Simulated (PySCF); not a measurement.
## Low-lying terms of Nb⁵⁺ (niobium, charge +5)

Ground state [Kr], ¹S. Computed with PySCF 2.14 in aug-cc-pVTZ-PP with one added diffuse shell each of s, p, d, f, g type with ECP28MDF (7s7p6d4f3g, 113 functions), with a scalar-relativistic core potential. Vertical excitation energies in eV without spin-orbit coupling; excited terms of each kind are numbered among those the solver found. Frozen: nothing.

```json
{"term": "1 3P°", "leading excitation": "4p → d", "EOM-EE-CCSD": "34.361"}
{"term": "1 3F°", "leading excitation": "4p → d", "EOM-EE-CCSD": "35.687"}
{"term": "1 1D°", "leading excitation": "4p → d", "EOM-EE-CCSD": "37.627"}
{"term": "1 3D°", "leading excitation": "4p → d", "EOM-EE-CCSD": "37.838"}
{"term": "1 1F°", "leading excitation": "4p → d", "EOM-EE-CCSD": "38.138"}
{"term": "1 1P°", "leading excitation": "4p → d", "EOM-EE-CCSD": "47.339"}
{"term": "1 3S", "leading excitation": "4p → p", "EOM-EE-CCSD": "56.367"}
{"term": "1 3D", "leading excitation": "4p → p", "EOM-EE-CCSD": "57.596"}
{"term": "1 1D", "leading excitation": "4p → p", "EOM-EE-CCSD": "58.005"}
{"term": "1 1P", "leading excitation": "4p → p", "EOM-EE-CCSD": "58.297"}
{"term": "1 3P", "leading excitation": "4p → p", "EOM-EE-CCSD": "58.383"}
{"term": "1 1S", "leading excitation": "4p → p", "EOM-EE-CCSD": "60.031"}
{"term": "1 3G", "leading excitation": "4p → f", "EOM-EE-CCSD": "67.943"}
{"term": "1 1G", "leading excitation": "4p → f", "EOM-EE-CCSD": "68.333"}
```

The spin-orbit splitting of the hole, absent here, rivals or exceeds the spacing of these terms, so the LS terms are model states.

The solver can miss terms.
